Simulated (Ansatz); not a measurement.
One change: `[NH2][In]([F])[Br]` becomes `[NH2][In]([F])[F]`.

Ansatz, PBE0-D4/def2-TZVP geometries, multiplicity 1. Each molecule was computed in one conformer, which needn't be the lowest.

Elements past krypton have def2 core potentials. Scalar relativity is left out up to krypton.

| property | `[NH2][In]([F])[Br]` |
| --- | --- |
| LUMO energy (ωB97M-V/def2-TZVPP) / eV | -0.30 |
| LUMO energy (B3LYP/def2-TZVPP) / eV | -2.52 |
| HOMO energy (PBE0/def2-TZVPP) / eV | -8.14 |
| HOMO energy (PBE/def2-TZVPP) / eV | -6.75 |
| LUMO energy (PBE/def2-TZVPP) / eV | -3.06 |
| HOMO energy (ωB97M-V/def2-TZVPP) / eV | -10.46 |

(1) What does the change do to each property? (Estimate.)

Results:

(1) The calculation gave: 
```tsv
property	`[NH2][In]([F])[F]`	shift
LUMO energy (ωB97M-V/def2-TZVPP) / eV	-0.34	-0.04
LUMO energy (B3LYP/def2-TZVPP) / eV	-2.63	-0.11
HOMO energy (PBE0/def2-TZVPP) / eV	-8.41	-0.27
HOMO energy (PBE/def2-TZVPP) / eV	-6.98	-0.23
LUMO energy (PBE/def2-TZVPP) / eV	-3.17	-0.11
HOMO energy (ωB97M-V/def2-TZVPP) / eV	-10.77	-0.31
```

With PBE0 the HOMO falls by 0.27 eV and the LUMO falls by 0.06 eV, so the gap widens by about 0.21 eV. PBE moves the HOMO by -0.23 eV and ωB97M-V by -0.31 eV.

B3LYP here is the variant with VWN-RPA as its local correlation; programs differ in this.

Spin–orbit coupling is left out; it splits and shifts lone-pair levels of the heavy atoms by tenths of an eV.
